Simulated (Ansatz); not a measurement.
Consider the formal exchange of groups at the Al–F bond: `[F][AlH][SiH2]Cl` + CH₄ → `[CH3][AlH][SiH2]Cl` + H–F.

Gas-phase electronic energies from Ansatz, PBE0-D4/def2-TZVP geometries. CCSD(T)/CBS is the MP2 limit (def2-TZVPP, def2-QZVPP) plus CCSD(T) − MP2 in def2-TZVPP, frozen cores. This one scheme is used for every species. DFT in def2-TZVPP. One conformer a species, not always the lowest.

| level | ΔE (kJ/mol) |
| --- | --- |
| LDA (SPW92) | 180.8 |
| r2SCAN-D4 | 195.5 |
| PBE0-D4 | 183.5 |
| PBE-QIDH | 189.5 |

Problem. What does CCSD(T)/CBS give? (An estimate is asked.)

Solution. Computed: +191.2 kJ/mol. The listed levels differ from it by -10.4, 4.3, -7.7, -1.7 kJ/mol.

Largest T1 diagnostic among the species: 0.012.

The D4 term adds −5.8 kJ/mol with B3LYP and −3.4 kJ/mol with PBE0; it sums over pairs of atoms, weighted by their polarisabilities, and B3LYP, whose exchange is more repulsive, gets the larger term. At CCSD(T), def2-SVP lies +12.5 kJ/mol from the extrapolated value and def2-TZVPP +0.2 kJ/mol.

B3LYP here is the variant with VWN-RPA as its local correlation; programs differ in this.
